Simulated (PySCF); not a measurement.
GeHO, neutral, multiplicity 2. Atoms are numbered in the order given.

```xyz
3

Ge    -0.0057     0.4079     0.0000
O      0.1168    -1.4013     0.0000
H     -0.7516    -1.8421     0.0000
```
Charge 0, spin multiplicity 2.

Geometry: PBE-D3(BJ)/def2-TZVP.

Calculation: ωB97X/def2-TZVPD (PySCF).

Mulliken values depend strongly on the basis, most of all with diffuse functions as here. ESP charges are fitted to the potential on shells at 1.4 to 2.0 van der Waals radii. Atomic charges (e):

```json
[
 {"atom": "Ge1", "ESP fit": "0.14", "meta-Löwdin": "(withheld)", "Mulliken spin": "0.97"},
 {"atom": "O2", "ESP fit": "-0.49", "meta-Löwdin": "(withheld)", "Mulliken spin": "0.05"},
 {"atom": "H3", "ESP fit": "0.35", "meta-Löwdin": "(withheld)", "Mulliken spin": "-0.02"}
]
```

Question: What belongs in the gaps? (The exact figures need the calculation; the answer reports its results.)

Answer: 
- Ge1, meta-Löwdin: 0.36
- O2, meta-Löwdin: -0.69
- H3, meta-Löwdin: 0.34
